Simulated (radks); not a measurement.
Ionisation of the bromine ion Br+, [Ar] 3d10 4s2 4p4, to [Ar] 3d10 4s2 4p3 as the strength of local exchange is varied. Method: scalar-relativistic Kohn-Sham, Slater X-alpha exchange (alpha = 2/3 is LDA exchange), no correlation, spin-unpolarised, spherical densities, point nucleus; computed with a radial shooting solver on a logarithmic mesh with Libxc functionals.

alpha = 0.667: E(Br+) (hartree) -2599.57132; exchange (hartree) -85.28134; IE (eV) 21.583; -e of the level emptied (eV) 16.314 (4p); <r> of it (bohr) 1.976
alpha = 0.723: E(Br+) (hartree) -2606.74869; exchange (hartree) -92.68561; IE (eV) 22.348; -e of the level emptied (eV) 17.028 (4p); <r> of it (bohr) 1.953
alpha = 0.824: E(Br+) (hartree) -2619.74147; exchange (hartree) -106.13496; IE (eV) 23.761; -e of the level emptied (eV) 18.352 (4p); <r> of it (bohr) 1.914
alpha = 0.901: E(Br+) (hartree) -2629.68821; exchange (hartree) -116.47062; IE (eV) 24.866; -e of the level emptied (eV) 19.391 (4p); <r> of it (bohr) 1.886
alpha = 0.943: E(Br+) (hartree) -2635.12877; exchange (hartree) -122.13821; IE (eV) 25.478; -e of the level emptied (eV) 19.969 (4p); <r> of it (bohr) 1.871
alpha = 0.964: E(Br+) (hartree) -2637.85303; exchange (hartree) -124.97992; IE (eV) 25.787; -e of the level emptied (eV) 20.261 (4p); <r> of it (bohr) 1.863
alpha = 0.971: E(Br+) (hartree) -2638.76171; exchange (hartree) -125.92833; IE (eV) 25.891; -e of the level emptied (eV) 20.359 (4p); <r> of it (bohr) 1.861
alpha = 1.021: E(Br+) (hartree) -2645.26086; exchange (hartree) -132.71976; IE (eV) 26.635; -e of the level emptied (eV) 21.063 (4p); <r> of it (bohr) 1.844

NIST Atomic Spectra Database: 21.591 eV (measured). The Delta-SCF value meets it near alpha = 0.67. Spin polarisation and multiplet splitting are left out, so open shells lie too high by an amount that depends on their filling.

Beside tabulated values, note that spin-unpolarised runs miss the spin-polarisation part of the exchange energy of open shells.
